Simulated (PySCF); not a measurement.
O: excitation energy

O [He] 2s2 2p4 (3P) → O [He] 2s1 2p5 (3P), as a difference of total energies. All numbers are calculated (PySCF 2.14, the spin-free X2C one-electron Hamiltonian (Gaussian nucleus), in dyall-acv3z (15s9p4d2f, 76 functions)). Correlated levels: valence and next inner shell: nothing frozen; virtual orbitals above 40 to 60 times the deepest correlated orbital energy dropped. The calculations carry no spin-orbit coupling.

| method | excitation energy (eV) |
| --- | --- |
| UHF | 16.896 |
| MP2 (valence and next inner shell) | 16.033 |
| SCS-MP2 (valence and next inner shell) | 15.992 |
| CCSD (valence and next inner shell) | 15.648 |
| CCSD(T) (valence and next inner shell) | 15.315 |

How much does correlation contribute at CCSD(T) (valence and next inner shell)?

15.315 − (16.896) = -1.581 eV, measured against UHF.

The upper state lies above the first ionisation limit, where it may autoionise and the basis confines it.

The coupled-cluster amplitudes are large for the upper state (T1 above 0.03 or a double amplitude above 0.15), so a single reference is strained.
